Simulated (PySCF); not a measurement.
PySCF input:

```python
from pyscf import gto, scf, dft

mol = gto.M(
    atom='''
    Se    0.02874849   -0.02298349    0.37505081
    F     0.60122254    1.12803781   -0.69220991
    F    -0.70982796   -1.04121128   -0.72464871
    ''',
    basis='def2-tzvpd',
    charge=1,
    spin=1,
    verbose=4,
)

mf = dft.UKS(mol, xc='m06l').density_fit(auxbasis='def2-universal-jkfit')
mf.grids.level = 4
mf.conv_tol = 1e-9
mf.max_cycle = 100
mf.max_memory = 1500
mf.kernel()
if not mf.converged:
    mf = mf.newton()
    mf.kernel(mf.make_rdm1())
for _ in range(2):
    mo, _, stable, _ = mf.stability(return_status=True)
    if stable:
        break
    mf.kernel(mf.make_rdm1(mo, mf.mo_occ))
mf.analyze()
```

### Question
Predict the final energy.

### Answer
-2600.84117 Eh (M06-L/def2-TZVPD).
